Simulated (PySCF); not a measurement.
# Computed data sheet: `[CH2]/C(CO)=C(/Cl)C=O` [radical]

Compound: C5H6ClO2 (doublet state).
SMILES with atom numbers: `[CH2:1]/[C:2]([CH2:3][OH:4])=[C:5](/[Cl:6])[CH:7]=[O:8]` (hydrogens: H9, H10 on C1; H11, H12 on C3; H13 on O4; H14 on C7)

Cartesian coordinates in Å at the GFN2-xTB level; atoms count from 1:
```xyz
14
C5H6ClO2 angstrom
C      0.0922   -1.5079   -0.3496
C     -0.1408   -0.1751   -0.2308
C     -1.5740    0.3034   -0.4066
O     -2.4083   -0.1617    0.6292
C      0.8916    0.7389    0.1006
Cl     0.5346    2.4042    0.2959
C      2.2831    0.4149    0.2991
O      2.7870   -0.6885    0.2297
H     -0.7240   -2.1692   -0.5846
H      1.0685   -1.9307   -0.1994
H     -1.9853   -0.1285   -1.3226
H     -1.6225    1.3953   -0.4852
H     -2.1039    0.2039    1.4673
H      2.9011    1.3007    0.5350
```

GFN2-xTB geometry:

- Point group of the GFN2-xTB geometry: C1
- Rotational constants A, B, C of the GFN2-xTB geometry: 2.078, 1.422, 0.892 GHz

UKS B3LYP, pcH-1 on C Cl H O, non-relativistic, mean-field spin-orbit, GIAO (PySCF):

- Isotropic g value: 2.00627
- Principal g values: 2.00181, 2.00748, 2.00951
- Spin squared ⟨S²⟩: 0.775
- Largest Mulliken spin population: 0.51 on C1/C5
- Largest isotropic hyperfine couplings (means over sets of like nuclei): 13C +55.1 (C5), 13C +39.4 (C1), 13C -38.0 (C2), 1H -32.1 (H9), 1H -31.4 (H10) MHz

Monoisotopic mass (most abundant isotopes): 133.0056 u.

At 9.50 GHz, hν = g·μB·B₀ (B₀ the magnetic field) puts the centre of the isotropic spectrum, to first order, at 338.3 mT. With B = h/(8π²I), that is 505.379 GHz u Å² over I, the principal moments of inertia are 243.2, 355.5 and 566.8 u Å² (most abundant isotopes). The rotational constants make it an asymmetric top with κ = (2B − A − C)/(A − C) = -0.11, nearer the prolate limit (−1). ⟨S²⟩ is 0.025 above the pure-spin value S(S + 1) = 0.75. g_iso is shifted by about +3950 ppm from the free-electron value 2.002319; the principal values span 0.0077.

Geometry: GFN2-xTB, one conformer, isolated molecule. GFN2-xTB frequencies show an imaginary mode (60i cm⁻¹), so this geometry is no minimum at that level. Hyperfine couplings depend on the geometry, which wasn't re-optimised at a DFT level. The unpaired spin is shared among atoms: the largest Mulliken spin population is 0.51. Couplings of like nuclei are plain means over topologically equivalent atoms, as if these changed places fast (by rotation of a methyl-like group, say); in this geometry the members of some sets differ.
